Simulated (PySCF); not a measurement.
**Excitation energy of S by level of theory**

S [Ne] 3s2 3p4 (3P) → S [Ne] 3s2 3p3 4s1 (5S), as a difference of total energies. Computed with PySCF 2.14 in aug-cc-pV(Q+d)Z, with no relativity, point nucleus. Correlated levels: valence: [Ne] frozen. The calculations carry no spin-orbit coupling.

```csv
method,excitation energy (eV),error (eV)
UHF,5.962,-0.538
MP2 (valence),6.502,+0.002
SCS-MP2 (valence),6.722,+0.222
CCSD (valence),6.619,+0.119
CCSD(T) (valence),6.631,+0.131
```

Reference: 6.500 eV (measured; NIST levels, between the centres of gravity of the two terms).

Errors of the correlated levels include the incompleteness of this basis and the frozen core.

The promoted electron is Rydberg-like, and one or two diffuse shells describe it only roughly, which tends to raise the upper state.
